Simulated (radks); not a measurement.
Species: I46+. Configuration: [He] 2s2 2p3.

Method: Dirac Kohn-Sham, PBE, spin-unpolarised, spherical densities, finite nucleus; open shells fill j = l - 1/2 first; Fermi nuclear charge, rms radius 4.75 fm; computed with a radial shooting solver on a logarithmic mesh with Libxc functionals.

Energy parts (hartree):
total: -4511.04519
kinetic: 4888.92089
electron-nucleus: -9635.85076
Hartree: 303.42527
exchange-correlation: -67.54059

Orbitals (lengths in bohr, moments of r in powers of bohr):
| orbital | occ. | eigenvalue (hartree) | <r^4> |
|---|---|---|---|
| 1s1/2 | 2 | -1353.203 | 2.604e-06 |
| 2s1/2 | 2 | -311.0397 | 0.0003719 |
| 2p1/2 | 2 | -303.4943 | 0.0002274 |
| 2p3/2 | 1 | -291.3692 | 0.0002691 |

The highest occupied level is 2p3/2 at -7928.6 eV. The electron density at the nucleus is 2.454e+05 e/bohr^3.
